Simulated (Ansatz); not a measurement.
An input meant for In₉Sb₁₀H₂₆⁺, a nanocrystal cut from wurtzite InSb (hydrogen-capped) (charge 1, triplet).

```yaml
crystal:
  periodic: [false, false, false]
  atoms:
    - {symbol: Sb, position_ang: [1.334211, -9.104466, -0.154491]}
    - {symbol: In, position_ang: [1.436352, -9.711140, 5.441623]}
    - {symbol: Sb, position_ang: [1.235748, -4.071920, -7.762442]}
    - {symbol: In, position_ang: [-1.668932, -0.964756, -11.321573]}
    - {symbol: In, position_ang: [1.446627, -4.237834, -2.379777]}
    - {symbol: Sb, position_ang: [-2.743105, -1.584411, -0.355269]}
    - {symbol: Sb, position_ang: [1.602504, -4.286652, 6.200575]}
    - {symbol: In, position_ang: [-2.988073, -1.724491, 5.098922]}
    - {symbol: Sb, position_ang: [-2.898258, 3.107288, -7.763535]}
    - {symbol: In, position_ang: [-2.944118, 3.370708, -2.381099]}
    - {symbol: Sb, position_ang: [-7.214884, 5.707069, -0.157824]}
    - {symbol: Sb, position_ang: [-2.908930, 3.532407, 6.198546]}
    - {symbol: In, position_ang: [-7.689642, 6.100443, 5.438384]}
    - {symbol: Sb, position_ang: [5.630582, -1.403647, -0.764155]}
    - {symbol: In, position_ang: [6.148282, -1.969645, 4.591657]}
    - {symbol: In, position_ang: [5.330239, 3.073041, -3.902580]}
    - {symbol: Sb, position_ang: [1.603934, 5.573190, -0.764685]}
    - {symbol: Sb, position_ang: [5.481803, 3.162540, 6.206699]}
    - {symbol: In, position_ang: [1.372632, 6.308548, 4.590389]}
    - {symbol: H, position_ang: [-1.130870, -10.563403, -1.612159]}
    - {symbol: H, position_ang: [3.648491, -10.696977, -1.714949]}
    - {symbol: H, position_ang: [-1.569400, -10.733855, 6.077274]}
    - {symbol: H, position_ang: [4.410128, -10.890047, 5.947190]}
    - {symbol: H, position_ang: [0.749346, -7.147945, -8.579413]}
    - {symbol: H, position_ang: [4.348751, -4.014383, -8.558243]}
    - {symbol: H, position_ang: [-4.464973, -2.574292, -11.570945]}
    - {symbol: H, position_ang: [0.526539, 0.300135, -13.326403]}
    - {symbol: H, position_ang: [-5.338312, -3.080929, -1.536180]}
    - {symbol: H, position_ang: [1.834612, -3.938849, 9.396140]}
    - {symbol: H, position_ang: [-5.672223, -3.272307, 6.114469]}
    - {symbol: H, position_ang: [-5.797690, 4.239250, -8.586016]}
    - {symbol: H, position_ang: [-1.276911, 5.766789, -8.553580]}
    - {symbol: H, position_ang: [-9.710125, 4.301134, -1.616217]}
    - {symbol: H, position_ang: [-7.437712, 8.507520, -1.718267]}
    - {symbol: H, position_ang: [-2.493733, 3.560761, 9.394351]}
    - {symbol: H, position_ang: [-10.077894, 4.008397, 6.074351]}
    - {symbol: H, position_ang: [-7.225062, 9.265669, 5.942755]}
    - {symbol: H, position_ang: [8.021194, -3.209169, -1.945375]}
    - {symbol: H, position_ang: [8.981470, -3.281539, 5.504019]}
    - {symbol: H, position_ang: [3.462529, 1.995440, -6.396335]}
    - {symbol: H, position_ang: [8.132213, 4.691470, -3.945160]}
    - {symbol: H, position_ang: [1.237856, 8.546273, -1.946714]}
    - {symbol: H, position_ang: [5.450198, 3.144531, 9.419465]}
    - {symbol: H, position_ang: [8.250496, 4.759997, 5.871901]}
    - {symbol: H, position_ang: [1.654234, 9.418322, 5.501375]}
basis:
  gaussian: {orbitals: def2-SVP, fitting: {mean_field: def2-universal-jkfit}}
total_charge: 1
magnetization: {spin_polarized: true, initial_magnetization: 2}
hamiltonian: {xc: {name: PBE0}, dispersion: d3bjatm}
scf: {omitted_lower_state_checks: [starts]}
```

```sh
$ ansatz run in.yaml --threads 4 --pin off --events-out ev --progress --plain --max-ram 41984MiB --backend cuda --devices 0, --max-vram 37GiB
```

It prints (some lines left out):

```
Functional definition: PBE0
4610 factors; integrals over basis functions are off by at most 6.1e-1 eV
mean field evaluation 1: about -112134.4022 eV, gradient 7.1e1 eV
mean field evaluation 2: about -111292.6583 eV, gradient 1.9e2 eV
mean field evaluation 4: about -111391.0517 eV, gradient 1.3e2 eV
mean field evaluation 8: about -112246.3457 eV, gradient 1.6e1 eV
mean field evaluation 16: about -112281.8349 eV, gradient 1.3e0 eV
mean field evaluation 32: about -112282.0269 eV, gradient 2.5e-5 eV
mean field -112282.02691804 eV, -4126.2883817467 hartree, gradient 3.8e-6 eV, S^2 26.791673; 0 other end points of the search recorded, 0 dependent functions left out
reference -112282.02718939 eV, -4126.2883917187 hartree; 223, 221 occupied and 401, 403 virtual orbitals, 4610 factors
Total energy: -112283.07439513 eV, -4126.3268758195 hartree
Checks for a lower state left out: starts
```

In this input the coordinates are in bohr but typed as ångström. The run converged. The result belongs to that input, not to the species as meant.

In the def2 sets In, Sb take a core potential; there is no spin–orbit coupling. The charge 1 triplet is spin-contaminated (final ⟨S²⟩ up to 26.79, 2.00 for a pure state).
